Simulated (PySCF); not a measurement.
[Er(OH)4]− at several levels of theory

Computed with PySCF 2.14.0 (density fitting, no spin-orbit coupling) at the geometry relaxed with PBE0:

```xyz
9
[Er(OH)4]− (singlet in the valence; each metal's 4f electrons, 11 of them, lie in its core potential, out of spins and levels)
Er    0.0000    0.0000    0.0000
O     1.2186    1.2126    1.1940
H     1.9853    1.4971    1.6851
O    -1.2186   -1.2126    1.1940
H    -1.9853   -1.4971    1.6851
O     1.2126   -1.2186   -1.1940
H     1.4971   -1.9853   -1.6851
O    -1.2126    1.2186   -1.1940
H    -1.4971    1.9853   -1.6851
```

```
level                                                 basis    state  HOMO (eV)  gap (eV)  charge on Er1 (e)  population of f-type functions on Er1 (polarisation alone where 4f lies in the core)  dipole about the centre of mass (D)  largest force component (eV/Å)
 PBE0     Er lcecp-1-SVP with ECP57, O def2-SVP, H def2-SVP  singlet      -2.32      6.65               0.78                                                                                  0.08                                 0.00                            0.01
M06-L                                              the same  singlet      -0.82      5.70               0.95                                                                                  0.07                                 0.00                            0.18
 PBE0  Er lcecp-1-TZVP with ECP57, O def2-TZVP, H def2-TZVP  singlet      -2.73      6.76               1.50                                                                                  0.08                                 0.00                            0.23
```

In the lcecp rows the 4f levels are missing from HOMO and gap, and the state counts the valence alone.

Charges are Mulliken's, which hang on the basis. The relaxation used the grid (50, 194), these runs (75, 302) or, all-electron (x2c bases, spin-free X2C Hamiltonian), (99, 590).

Question: What does BLYP with Er lcecp-1-SVP with ECP57, O def2-SVP, H def2-SVP give here?

Answer: state singlet, HOMO (eV) -0.51, gap (eV) 4.18, charge on Er1 (e) 0.45, population of f-type functions on Er1 (polarisation alone where 4f lies in the core) 0.07, dipole about the centre of mass (D) 0.00, largest force component (eV/Å) 0.57. Time: 8 s on 2 threads of Intel(R) Xeon(R) Platinum 8375C CPU @ 2.90GHz (Ice Lake) (shared host), from an already converged density.

In the first row's basis the gap widens with exact exchange: 4.2 to 5.7 eV for BLYP, M06-L (none); 6.6 eV for PBE0 (a fixed share).

A frequency check found unstable modes (2, the lowest at -26 cm⁻¹), so the relaxed geometry is a saddle point, or these are noise. An lcecp potential fixes the number of 4f electrons, so in runs with it no electron can move into or out of that shell.
